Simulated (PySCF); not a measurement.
C3H4O, SMILES C1C(C1)=O. Atoms are numbered in the order given.

```xyz
8

O      0.0000     0.0000    -1.5828
C      0.0000     0.0000    -0.3860
C      0.0000    -0.7840     0.8605
C      0.0000     0.7840     0.8605
H     -0.9210    -1.2956     1.1630
H      0.9210    -1.2956     1.1630
H      0.9210     1.2956     1.1630
H     -0.9210     1.2956     1.1630
```

Geometry optimised at B3LYP-D3(BJ)/def2-SVP.

Calculation: B3LYP/pcJ-1 (PySCF).

Isotropic couplings with Fermi-contact, spin-dipole and both spin-orbit terms, one fixed conformer, no vibrational averaging. Isotopes: 13C, 1H.

Estimate the spin–spin coupling constants. (Estimate from the structure and the level; the computed values follow.)


| pair | bonds apart | J (Hz) |
|---|---|---|
| C2–C3 | 1 | 24.9 |
| C2–C4 | 1 | 24.9 |
| C3–C4 | 1 | 11.7 |
| C3–H5 | 1 | 169.8 |
| C3–H6 | 1 | 169.8 |
| C4–H7 | 1 | 169.8 |
| C4–H8 | 1 | 169.8 |
| C2–H5 | 2 | -4.1 |
| C2–H6 | 2 | -4.1 |
| C2–H7 | 2 | -4.1 |
| C2–H8 | 2 | -4.1 |
| C3–H7 | 2 | -4.2 |
| C3–H8 | 2 | -4.2 |
| C4–H5 | 2 | -4.2 |
| C4–H6 | 2 | -4.2 |
| H5–H6 | 2 | -13.0 |
| H7–H8 | 2 | -13.0 |
| H5–H7 | 3 | 9.8 |
| H5–H8 | 3 | 17.6 |
| H6–H7 | 3 | 17.6 |
| H6–H8 | 3 | 9.8 |
